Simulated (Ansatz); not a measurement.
Two members of one family ((BE)3 ring), computed with Ansatz in the gas phase. Binding counts from free atoms in the multiplicity of their measured ground term, without zero-point energy. The structures are stationary points that may keep the symmetry of their start.

First: (HBAsH)3 ring (singlet, charge 0, PBE-D4/def2-SVP geometry).

```xyz
12

B    -0.457   -1.394    0.555
H     0.003   -2.217    1.322
As   -1.285    0.240    1.384
B     0.158    1.424    0.638
H     0.909    1.936    1.445
As    0.554    1.846   -1.317
B    -0.473    0.148   -1.537
H    -1.667    0.408   -1.502
As   -0.248   -1.832   -1.425
H    -0.778    0.087    2.824
H     2.012    1.375   -1.144
H     1.271   -2.021   -1.243
```

```
              level  HOMO (eV)  LUMO (eV)  gap (eV)  binding per atom (eV)
    PBE-D4/def2-SVP      -6.18      -3.30      2.88                   3.24
   PBE-D4/def2-TZVP      -6.21      -3.35      2.87                   3.22
r2SCAN-D4/def2-TZVP      -6.46      -3.18      3.28                   3.17
   PBE0-D4/def2-SVP      -7.20      -2.54      4.66                   3.18
  PBE0-D4/def2-TZVP      -7.19      -2.55      4.64                   3.16
```

Second: (MeBPH)3 ring (singlet, charge 0, PBE-D4/def2-SVP geometry).

Cartesian coordinates in Å:
```
B 0.4268 -1.2119 -0.8238
C 1.8401 -0.6291 -1.1711
P -1.0845 -0.7917 -1.9847
B -1.2642 0.5911 -0.6200
C -0.6314 2.0019 -0.8757
P -2.1171 0.2312 1.0981
B -0.3238 -0.4676 1.4165
C 0.7450 0.4555 2.0954
P 0.2046 -2.2475 0.8146
H 1.8302 0.2896 -1.7906
H 2.3073 -1.4194 -1.8091
H 2.5212 -0.5002 -0.3064
H -2.0042 -1.7243 -1.3852
H 0.1997 2.0186 -1.6079
H -1.4609 2.5855 -1.3464
H -0.3498 2.5639 0.0363
H -2.7094 -1.0258 0.7177
H 0.6372 0.2362 3.1858
H 1.7977 0.2187 1.8443
H 0.5620 1.5436 1.9882
H -1.1265 -2.7181 0.5242
```

Task: Estimate how these quantities change from the first to the second (second minus first).

Result: 
```json
{"level": "PBE-D4/def2-SVP", "Δ HOMO (eV)": "0.49", "Δ LUMO (eV)": "-0.84", "Δ gap (eV)": "-1.32", "Δ binding per atom (eV)": "0.68"}
{"level": "PBE-D4/def2-TZVP", "Δ HOMO (eV)": "0.42", "Δ LUMO (eV)": "-0.90", "Δ gap (eV)": "-1.32", "Δ binding per atom (eV)": "0.67"}
{"level": "r2SCAN-D4/def2-TZVP", "Δ HOMO (eV)": "0.46", "Δ LUMO (eV)": "-0.92", "Δ gap (eV)": "-1.38", "Δ binding per atom (eV)": "0.65"}
{"level": "PBE0-D4/def2-SVP", "Δ HOMO (eV)": "0.43", "Δ LUMO (eV)": "-0.91", "Δ gap (eV)": "-1.34", "Δ binding per atom (eV)": "0.69"}
{"level": "PBE0-D4/def2-TZVP", "Δ HOMO (eV)": "0.37", "Δ LUMO (eV)": "-0.95", "Δ gap (eV)": "-1.32", "Δ binding per atom (eV)": "0.68"}
```
